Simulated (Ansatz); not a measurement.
Reactions of `C[SiH2]C1CC1`.

Calculated with Ansatz (gas phase, PBE0-D4/def2-TZVP geometries, no zero-point term in ΔE). CCSD(T)/CBS is the MP2 limit (def2-TZVPP, def2-QZVPP) plus CCSD(T) − MP2 in def2-TZVPP, frozen cores. This one scheme is used for every species. For Zn outer-core shells are correlated without core-valence functions, which leaves a few kJ/mol of doubt a bond. Scalar relativity is left out up to krypton. One conformer a species, not always the lowest.

| reaction | HF/CBS(def2) (kcal/mol) | CCSD(T)/CBS(def2) (kcal/mol) |
| --- | --- | --- |
| `C[SiH2]C1CC1` + `CN[SiH3]` → `C[SiH2]N(C)[SiH3]` + `C1CC1` | -14.1 | -13.3 |
| `C[SiH2]C1CC1` + H₂O → `C[SiH2]O` + `C1CC1` | -26.8 | -20.1 |
| `C[SiH2]C1CC1` → `CC1CC1` + `[SiH2]` | 59.1 | 65.4 |
| `C[SiH2]C1CC1` + `[NH2][ZnH]` → `C[SiH2][NH][ZnH]` + `C1CC1` | -18.9 | -15.3 |
| `C[SiH2]C1CC1` + `OB(S)S` → `COB(S)S` + `[SiH3]C1CC1` | 19.0 | 21.8 |
| `C[SiH2]C1CC1` + CH₃OH → `OCC1CC1` + `C[SiH3]` | 3.7 | 5.0 |

Largest T1 diagnostic: 0.016, for `[NH2][ZnH]`.
